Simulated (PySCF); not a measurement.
## Electron correlation in Nb⁺ (niobium, charge +1)

[Kr] 4d3 5s1, high-spin 5F determinant (an excited configuration). All numbers are calculated (PySCF 2.14, the spin-free X2C one-electron Hamiltonian (Gaussian nucleus), in ANO-RCC-VTZP). Frozen: [Kr]; 4 electrons correlated.

```csv
level,correlation energy (mhartree)
CCSD,-33.49
(T),-0.42
CCSD(T),-33.91
```

Diagnostics: T1 = 0.0049, D1 = 0.0123, largest double amplitude 0.023.

Is a single reference adequate?

Yes, within this model without spin-orbit coupling: T1 lies below 0.03 and no double amplitude reaches 0.07.
